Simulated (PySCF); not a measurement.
Calculation: PBE0-D3(BJ)/def2-TZVP in PySCF. All species are isolated molecules in the gas phase. 

Reference species (SMILES): `[H]/N=[SiH]/[SiH3]` (neutral, multiplicity 1).

| Item | Value |
|---|---|
| HOMO | -7.47 eV |
| HOMO–LUMO gap | 5.57 eV |

Changed species: `N[SiH]=[SiH2]`.

Task: Give the shifts of the HOMO and HOMO–LUMO gap.

Result: the HOMO goes up by 1.74 eV, to -5.73 eV; the HOMO–LUMO gap falls by 1.57 eV, to 4.00 eV.
